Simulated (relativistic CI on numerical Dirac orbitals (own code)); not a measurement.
# d5 in a ligand field

Computed with a parametric ligand-field model of a d^n configuration (Racah B and C, spin-orbit zeta, crystal field), exact diagonalisation.

Field parameters in Wybourne normalisation: Td as Oh with Dq negative (B⁴₀ = 21Dq, B⁴₄ = √(5/14) B⁴₀). The field is a parameter set, without covalency.

Question: Ground term and bands for B = 530, C = 1900, ζ = 0 cm⁻¹, Td, 10Dq = -10070 cm⁻¹?

Answer: Ground term 6A1 with 2.00 electrons in the two orbitals of the cubic e set. Spin-allowed: none. Lowest spin-forbidden: 2T2 4997 cm⁻¹ (2001 nm), 4T1 6208 cm⁻¹ (1611 nm), 4T2 9747 cm⁻¹ (1026 nm). A high-spin d5 ion has no spin-allowed d-d band, hence its pale colour.

Question: Ground term and bands for B = 530, C = 1900, ζ = 0 cm⁻¹, Td, 10Dq = -8640 cm⁻¹?

Answer: Ground term 6A1 with 2.00 electrons in the two orbitals of the cubic e set. Spin-allowed: none. Lowest spin-forbidden: 4T1 7596 cm⁻¹ (1316 nm), 2T2 7717 cm⁻¹ (1296 nm), 4T2 10965 cm⁻¹ (912 nm). A high-spin d5 ion has no spin-allowed d-d band, hence its pale colour.

Question: Ground term and bands for B = 530, C = 1900, ζ = 0 cm⁻¹, Td, 10Dq = -2920 cm⁻¹?

Answer: Ground term 6A1 with 2.00 electrons in the two orbitals of the cubic e set. Spin-allowed: none. Lowest spin-forbidden: 4T1 12970 cm⁻¹ (771 nm), 4T2 14410 cm⁻¹ (694 nm), 4A1+E 14800 cm⁻¹ (676 nm). A high-spin d5 ion has no spin-allowed d-d band, hence its pale colour.

Question: Ground term and bands for B = 530, C = 1900, ζ = 0 cm⁻¹, Td, 10Dq = -7210 cm⁻¹?

Answer: Ground term 6A1 with 2.00 electrons in the two orbitals of the cubic e set. Spin-allowed: none. Lowest spin-forbidden: 4T1 8974 cm⁻¹ (1114 nm), 2T2 10410 cm⁻¹ (961 nm), 4T2 12095 cm⁻¹ (827 nm). A high-spin d5 ion has no spin-allowed d-d band, hence its pale colour.

Question: Ground term and bands for B = 530, C = 1900, ζ = 0 cm⁻¹, Td, 10Dq = -1010 cm⁻¹?

Answer: Ground term 6A1 with 2.00 electrons in the two orbitals of the cubic e set. Spin-allowed: none. Lowest spin-forbidden: 4T1 14460 cm⁻¹ (692 nm), 4T2 14756 cm⁻¹ (678 nm), 4A1+E 14800 cm⁻¹ (676 nm). A high-spin d5 ion has no spin-allowed d-d band, hence its pale colour.
